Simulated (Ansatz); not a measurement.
Computed with Ansatz on PBE0-D4/def2-TZVP structures; ΔE is electronic, products minus reactants. CCSD(T)/CBS is the MP2 limit (def2-TZVPP, def2-QZVPP) plus CCSD(T) − MP2 in def2-TZVPP, frozen cores. This one scheme is used for every species. Functionals use def2-TZVPP. One conformer a species, not always the lowest.

Consider the formal exchange of groups at a C–S bond: `C[SiH2]C[S][AlH2]` + CH₄ → `CC[SiH2]C` + `[AlH2][SH]`.

`C[SiH2]C[S][AlH2]`:

Z-matrix (Å, degrees):
```
C
Si 1 1.892
Al 1 2.475 2 156.6
S 1 1.850 2 108.2 3 51.4
H 1 1.108 2 104.8 3 -69.8
H 1 1.094 2 109.9 3 173.5
C 2 1.862 1 110.6 3 10.9
H 2 1.491 1 107.5 3 132.1
H 2 1.486 1 107.1 3 -111.1
H 3 1.583 1 108.6 2 -51.3
H 3 1.582 1 106.2 2 175.8
H 7 1.092 2 110.4 1 -58.4
H 7 1.093 2 110.9 1 61.7
H 7 1.092 2 110.5 1 -178.5
```

CH₄:

Z-matrix (Å, degrees):
```
C
H 1 1.090
H 1 1.090 2 109.5
H 1 1.090 2 109.5 3 -120.0
H 1 1.090 2 109.5 3 120.0
```

`CC[SiH2]C`:

Z-matrix (Å, degrees):
```
C
C 1 1.526
H 1 1.093 2 111.5
H 1 1.093 2 111.7 3 120.0
H 1 1.093 2 111.4 3 -119.8
Si 2 1.878 1 113.9 3 61.2
H 2 1.096 1 110.3 3 -60.8
H 2 1.096 1 110.3 3 -177.4
C 6 1.873 2 111.8 1 -60.0
H 6 1.493 2 109.1 1 61.0
H 6 1.492 2 109.4 1 178.5
H 9 1.093 6 110.9 2 -59.4
H 9 1.092 6 110.9 2 -179.3
H 9 1.093 6 111.2 2 60.8
```

`[AlH2][SH]`:

Z-matrix (Å, degrees):
```
Al
S 1 2.181
H 1 1.579 2 116.5
H 1 1.581 2 118.9 3 -180.0
H 2 1.344 1 93.7 3 180.0
```

**Question.** Is it downhill or uphill in electronic energy at CCSD(T)/CBS, and by how much? (Estimate.)

**Answer.** Ansatz gave: Downhill: ΔE = -31.7 kJ/mol.

**Question.** What do these levels give: PBE0-D4, ωB97M-V, SCS-MP2/def2-TZVPP, CCSD(T)/def2-TZVPP, HF/def2-QZVPP, MP2/CBS(def2)? (Best estimate.)

**Answer.** Ansatz gave: PBE0-D4 -30.1, ωB97M-V -31.4, SCS-MP2/def2-TZVPP -34.0, CCSD(T)/def2-TZVPP -35.1, HF/def2-QZVPP -55.2, MP2/CBS(def2) -24.8 kJ/mol.

Largest T1 diagnostic among the species: 0.011.

In def2-TZVPP, CCSD(T) changes the Hartree–Fock value by +20.4 kJ/mol (the triples alone add +5.0 kJ/mol) and MP2 by +27.3 kJ/mol. The D4 term adds +9.5 kJ/mol with B3LYP and +5.2 kJ/mol with PBE0; it sums over pairs of atoms, weighted by their polarisabilities, and B3LYP, whose exchange is more repulsive, gets the larger term.

B3LYP here is the variant with VWN-RPA as its local correlation; programs differ in this.
